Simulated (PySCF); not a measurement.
HSe, doublet, geometry from GFN2-xTB; B3LYP/cc-pVDZ in PySCF.

PySCF was given this input:
```python
from pyscf import gto, scf, dft

mol = gto.Mole()
mol.atom = '''
    Se   -0.000000   -0.000000   -0.041301
    H     0.000000    0.000000    1.404244
'''
mol.basis = 'cc-pvdz'
mol.charge = 0
mol.spin = 1
mol.verbose = 4
mol.build()

mf = dft.UKS(mol)
mf.xc = 'b3lyp'
mf.kernel()
mf.analyze()
```

It wrote (shortened):

```
PySCF version 2.14.0

[INPUT] verbose = 4
[INPUT] num. atoms = 2
[INPUT] num. electrons = 35
[INPUT] charge = 0
[INPUT] spin (= nelec alpha-beta = 2S) = 1
[INPUT] symmetry False subgroup None
[INPUT] Mole.unit = angstrom
[INPUT] Symbol           X                Y                Z      unit          X                Y                Z       unit  Magmom
[...]
nuclear repulsion = 12.4465341246935
number of shells = 9
number of NR pGTOs = 84
number of NR cGTOs = 32
basis = cc-pvdz
ecp = {}

******** <class 'pyscf.dft.uks.UKS'> ********
method = UKS
initial guess = minao
damping factor = 0
level_shift factor = 0
DIIS = <class 'pyscf.scf.diis.CDIIS'>
diis_start_cycle = 1
diis_space = 8
diis_damp = 0
SCF conv_tol = 1e-09
SCF conv_tol_grad = None
SCF max_cycles = 50
direct_scf = True
direct_scf_tol = 1e-13
number electrons alpha = 18  beta = 17
XC library pyscf.dft.libxc version 7.1.2
    S. Lehtola, C. Steigemann, M. J. T. Oliveira, and M. A. L. Marques,  SoftwareX 7, 1–5 (2018)
XC functionals = b3lyp
    P. J. Stephens, F. J. Devlin, C. F. Chabalowski, and M. J. Frisch,  J. Phys. Chem. 98, 11623 (1994)
radial grids:
    Treutler-Ahlrichs [JCP 102, 346 (1995); DOI:10.1063/1.469408] (M4) radial grids

becke partition: Becke, JCP 88, 2547 (1988); DOI:10.1063/1.454033
pruning grids: <function nwchem_prune>
grids dens level: 3
symmetrized grids: False
atomic radii adjust function: <function treutler_atomic_radii_adjust>
small_rho_cutoff = 0
Set gradient conv threshold to 3.16228e-05
tot grids = 30232
init E= -2401.19862641259

cycle= 1 E= -2402.11870540089  delta_E= -0.92  |g|= 0.0641  |ddm|= 0.819
cycle= 2 E= -2402.12076091632  delta_E= -0.00206  |g|= 0.0468  |ddm|= 0.158
cycle= 3 E= -2402.12243471578  delta_E= -0.00167  |g|= 0.00726  |ddm|= 0.0698
cycle= 4 E= -2402.12246972137  delta_E= -3.5e-05  |g|= 0.000856  |ddm|= 0.00823
cycle= 5 E= -2402.1224705742  delta_E= -8.53e-07  |g|= 0.000204  |ddm|= 0.00152
cycle= 6 E= -2402.12247064047  delta_E= -6.63e-08  |g|= 9.53e-05  |ddm|= 0.000462
cycle= 7 E= -2402.12247065061  delta_E= -1.01e-08  |g|= 2.37e-05  |ddm|= 0.000167
cycle= 8 E= -2402.12247065178  delta_E= -1.17e-09  |g|= 3.15e-06  |ddm|= 7.43e-05
cycle= 9 E= -2402.1224706518  delta_E= -2.36e-11  |g|= 4.04e-07  |ddm|= 1.22e-05
Extra cycle  E= -2402.1224706518  delta_E= 4.55e-13  |g|= 1.85e-07  |ddm|= 9.39e-07
converged SCF energy = -2402.1224706518  <S^2> = 0.7519318  2S+1 = 2.0019309
**** SCF Summaries ****
Total Energy =                       -2402.122470651803724
Nuclear Repulsion Energy =              12.446534124693454
One-electron Energy =                -3367.800412869341926
Two-electron Energy =                  953.231408092845072
Two-electron Coulomb Energy =         1040.739381177719679
DFT Exchange-Correlation Energy =      -87.507973084874578
**** MO energy ****
                             alpha | beta                alpha | beta
[...]
To work with the spin densities directly, `use mulliken_meta_spin()` only printing them here.

 ** Mulliken spin pop alpha/beta on meta-lowdin orthogonal AOs **
 ** Mulliken Spin Density (per AO)  **
spin_pop of  0 Se 1s        0.00000
spin_pop of  0 Se 2s        0.00000
spin_pop of  0 Se 3s       -0.00000
spin_pop of  0 Se 4s        0.00749
spin_pop of  0 Se 5s       -0.00021
spin_pop of  0 Se 2px       0.00000
spin_pop of  0 Se 2py       0.00000
spin_pop of  0 Se 2pz       0.00000
spin_pop of  0 Se 3px      -0.00000
spin_pop of  0 Se 3py       0.00006
spin_pop of  0 Se 3pz      -0.00000
spin_pop of  0 Se 4px       0.00058
spin_pop of  0 Se 4py       0.99805
spin_pop of  0 Se 4pz       0.01075
spin_pop of  0 Se 5px      -0.00003
spin_pop of  0 Se 5py       0.00039
spin_pop of  0 Se 5pz       0.00021
spin_pop of  0 Se 3dxy     -0.00003
spin_pop of  0 Se 3dyz     -0.00003
spin_pop of  0 Se 3dz^2    -0.00002
spin_pop of  0 Se 3dxz     -0.00001
spin_pop of  0 Se 3dx2-y2   -0.00003
spin_pop of  0 Se 4dxy      0.00003
spin_pop of  0 Se 4dyz      0.00058
spin_pop of  0 Se 4dz^2     0.00041
spin_pop of  0 Se 4dxz      0.00010
spin_pop of  0 Se 4dx2-y2    0.00069
spin_pop of  1 H 1s       -0.01933
spin_pop of  1 H 2s        0.00015
spin_pop of  1 H 2px      -0.00006
spin_pop of  1 H 2py       0.00036
spin_pop of  1 H 2pz      -0.00012
 ** Mulliken Spin Density (per atom)  **
spin density of  0 Se =      1.01899
spin density of  1 H =     -0.01899
 ** Mulliken pop alpha/beta on meta-lowdin orthogonal AOs **
 ** Mulliken pop       alpha | beta **
[...]
In total            18.00000 | 17.00000
 ** Mulliken atomic charges   ( Nelec_alpha | Nelec_beta ) **
charge of  0Se =     -0.05975  (    17.53937     16.52038 )
charge of  1H =      0.05975  (     0.46063      0.47962 )
Dipole moment(X, Y, Z, Debye): -0.00000,  0.00000,  0.66667
```
